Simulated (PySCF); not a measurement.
Job file and geometry (Å, from GFN2-xTB) of an NMR shielding run on SMILES C#CC[C@@H](C#C)B(C)N=C, C8H10BN, GIAO PBE0/pcSseg-1 NMR shielding, non-relativistic, gas phase (PySCF); density fitting, a coarse starting grid and PySCF grid level 2 are the driver's defaults:

```
$ OMP_NUM_THREADS=1 python probes_run.py task.json out

{"job": {"kind": "nmr", "xc": "PBE0", "basis": "pcSseg-1"}, "charge": 0, "multiplicity": 1}
C      2.871420    -1.025310     1.266463
C      2.344174    -0.503075     0.327615
C      1.688698     0.147183    -0.786043
C      0.370009     0.816323    -0.342479
C     -0.234345     1.482839    -1.477065
C     -0.725121     2.007254    -2.435521
B     -0.709693    -0.237517     0.252041
C     -0.886546    -1.680907    -0.393085
N     -1.465947     0.164186     1.278405
C     -2.164013     0.567077     2.220578
H      3.344626    -1.490733     2.078395
H      1.482847    -0.590577    -1.565757
H      2.361809     0.903807    -1.203378
H      0.606239     1.579480     0.408184
H     -1.157039     2.483404    -3.264394
H      0.000651    -2.286670    -0.219715
H     -1.023195    -1.607178    -1.470124
H     -1.737037    -2.219509     0.016011
H     -3.101258     1.093064     2.050293
H     -1.871428     0.407540     3.256540
```

**Question.** What does the program print?

**Answer.** 
```
coarse grid: 17040 points
cycle   1  E = -389.6664890491  dE =  1.416e+00  |g| = 5.920e-01  |ddm| = 4.365e+00
cycle   2  E = -389.6212231350  dE =  4.527e-02  |g| = 7.446e-01  |ddm| = 1.419e+00
cycle   3  E = -389.7535973322  dE = -1.324e-01  |g| = 1.834e-01  |ddm| = 6.994e-01
cycle   4  E = -389.7607523179  dE = -7.155e-03  |g| = 4.447e-02  |ddm| = 1.471e-01
cycle   5  E = -389.7610444740  dE = -2.922e-04  |g| = 2.559e-02  |ddm| = 4.780e-02
cycle   6  E = -389.7611987577  dE = -1.543e-04  |g| = 7.577e-03  |ddm| = 2.166e-02
cycle   7  E = -389.7612115649  dE = -1.281e-05  |g| = 2.252e-03  |ddm| = 6.643e-03
cycle   8  E = -389.7612127309  dE = -1.166e-06  |g| = 4.865e-04  |ddm| = 1.852e-03
final grid: 165584 points
cycle   9  E = -389.8216768432  dE = -5.752e-05  |g| = 8.320e-03  |ddm| = 5.431e-02
cycle  10  E = -389.8216718749  dE =  4.968e-06  |g| = 9.532e-03  |ddm| = 1.600e-02
cycle  11  E = -389.8216929783  dE = -2.110e-05  |g| = 2.914e-03  |ddm| = 8.690e-03
cycle  12  E = -389.8216949929  dE = -2.015e-06  |g| = 4.061e-04  |ddm| = 2.161e-03
cycle  13  E = -389.8216950241  dE = -3.121e-08  |g| = 2.135e-04  |ddm| = 4.290e-04
cycle  14  E = -389.8216950338  dE = -9.709e-09  |g| = 6.892e-05  |ddm| = 1.670e-04
cycle  15  E = -389.8216950349  dE = -1.074e-09  |g| = 1.481e-05  |ddm| = 6.534e-05
cycle  16  E = -389.8216950349  dE = -4.297e-11  |g| = 6.745e-06  |ddm| = 1.566e-05
converged SCF energy = -389.8216950349

GIAO shielding tensors (ppm)
atom      isotropic    diamagn.    paramagn.     s11        s22        s33       span
  0 C      111.461     258.762    -147.301     39.726     41.861    252.797    213.071
  1 C       97.537     260.773    -163.237     -4.066      1.640    295.036    299.102
  2 C      162.170     248.331     -86.161    146.528    160.378    179.604     33.076
  3 C      160.976     249.438     -88.461    150.690    159.301    172.937     22.248
  4 C       96.048     259.325    -163.277     -7.835     -0.831    296.809    304.644
  5 C      111.414     259.998    -148.584     40.928     45.380    247.935    207.008
  6 B       75.821     195.941    -120.121     46.374     63.025    118.062     71.688
  7 C      186.539     252.334     -65.795    183.306    185.744    190.567      7.261
  8 N     -149.944     324.193    -474.136   -345.923   -202.453     98.544    444.468
  9 C       47.965     255.262    -207.297    -30.166     33.979    140.082    170.248
 10 H       30.399      34.606      -4.207     25.000     25.297     40.900     15.900
 11 H       29.152      28.738       0.414     26.486     28.276     32.693      6.208
 12 H       28.940      25.854       3.087     23.528     28.712     34.581     11.054
 13 H       29.441      30.568      -1.127     25.697     28.643     33.982      8.285
 14 H       30.276      35.051      -4.776     25.004     25.129     40.694     15.690
 15 H       30.819      31.337      -0.518     25.710     30.299     36.450     10.740
 16 H       30.974      30.934       0.040     26.480     29.962     36.480     10.000
 17 H       31.314      30.002       1.313     27.019     28.423     38.501     11.482
 18 H       24.177      28.721      -4.544     22.197     23.220     27.113      4.916
 19 H       24.202      29.525      -5.323     22.120     23.317     27.170      5.050
```

Size and cost of the density-fitted run: 220 basis functions, 2.1 min wall time on 1 thread of an Intel Xeon, shared host; peak memory 1.1 GiB.
